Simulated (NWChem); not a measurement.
Species: PbSiH$_{4}$, singlet; SMILES [SiH3][PbH]

Low-valent species are run as closed-shell singlets; no triplet was tried in these runs. def2 effective core potentials on Pb; no spin-orbit coupling.

**Question.** Give the equilibrium geometry at PBE0/def2-SVP with def2 effective core potentials on Pb (NWChem) as a list of bonds and angles, with the point group.

**Answer.** point group Cs; any orientation.
Bond lengths (Å): Pb1–H2 1.855, Pb1–Si3 2.741, Si3–H4 1.502, Si3–H5 1.502, Si3–H6 1.500. Bond angles (°): H2–Pb1–Si3 86.9, Pb1–Si3–H4 110.6, Pb1–Si3–H5 110.7, Pb1–Si3–H6 114.1, H4–Si3–H5 107.1, H4–Si3–H6 107.0, H5–Si3–H6 107.0.
